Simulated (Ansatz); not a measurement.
Cost and result for the atomization energy of `C[CH](F)[SnH2][F]` (11 atoms, 10 bonds).

```tsv
atom	x (Å)	y (Å)	z (Å)
C1	-1.288	-0.438	0.578
C2	-0.499	-0.125	-0.666
F3	-1.077	0.953	-1.333
Sn4	1.566	0.393	-0.227
F5	1.491	0.946	1.623
H6	-2.334	-0.628	0.319
H7	-1.243	0.379	1.299
H8	-0.886	-1.333	1.060
H9	-0.514	-0.970	-1.361
H10	2.139	1.755	-1.071
H11	2.645	-0.930	-0.220
```

The species carries charge 0 and has multiplicity 1. Correlated methods include outer-core shells of Sn, which these sets cover unevenly. Sn: def2 effective core potential. The geometry is a stationary point of PBE0-D4/def2-TZVP. It is one conformer, not always the lowest. Program: Ansatz. All runs use 4 threads of an Arm Neoverse V1 on a shared host. Times are those of one run each, without the atoms' runs, and a repeat can differ threefold. Electronic energies, without spin–orbit coupling; frozen cores. CCSD(T)/CBS adds CCSD(T) − MP2 in def2-TZVPP to the MP2 limit, and its time is that of the two runs behind it. T1 = 0.013. With those shells the extrapolation isn't a true limit. B3LYP takes the VWN-RPA correlation (the form of Gaussian; ORCA's B3LYP/G).

CCSD(T)/CBS is a level of theory with its own doubt, some kJ/mol a heavy atom from the limit and from the frozen cores, so smaller differences don't rank the functionals.

```
                             level  functions  wall time  atomization (kJ/mol)  difference from CCSD(T)/CBS  per bond
   PBE-D4/def2-TZVPP (with forces)        258        3 s                3829.3                         48.6       4.9
                PBE0-D4/def2-TZVPP        258      3.4 s                3748.9                        -31.8      -3.2
r2SCAN-D4/def2-TZVPP (with forces)        258        6 s                3766.0                        -14.7      -1.5
 B3LYP-D4/def2-TZVPP (with forces)        258        6 s                3748.1                        -32.6      -3.3
                 B2PLYP/def2-TZVPP        258        7 s                3710.8                        -69.9      -7.0
                ωB97X-V/def2-TZVPP        258      9.5 s                3781.2                          0.5       0.1
  ωB97M-V/def2-TZVPP (with forces)        258       14 s                3763.3                        -17.4      -1.7
                    MP2/def2-QZVPP        490       26 s                3780.7                          0.0       0.0
                CCSD(T)/def2-TZVPP        258    6.6 min                3677.6                       -103.1     -10.3
                 CCSD(T)/CBS(def2)          –      7 min                3780.7                          0.0       0.0
```

The D4 term adds +33.0 kJ/mol with B3LYP and +17.3 kJ/mol with PBE0; it sums over pairs of atoms, weighted by their polarisabilities, and B3LYP, whose exchange is more repulsive, gets the larger term. From PBE to PBE0 (25 % exact exchange), in def2-TZVPP and without D4, the atomization energy moves by −77.3 kJ/mol: exact exchange takes away binding that semilocal exchange gives to molecules. In def2-TZVPP, CCSD(T) changes the Hartree–Fock value by +972.2 kJ/mol (the triples alone add +56.7 kJ/mol) and MP2 by +1013.2 kJ/mol; breaking electron pairs costs correlation energy, which Hartree–Fock lacks.

Spin–orbit coupling would lower the free Sn atoms strongly, and the atomization energy with them, by more than many differences here. For some Ge, Se and Sn compounds the MP2-based and the directly extrapolated limit differ by 10 to 25 kJ/mol.
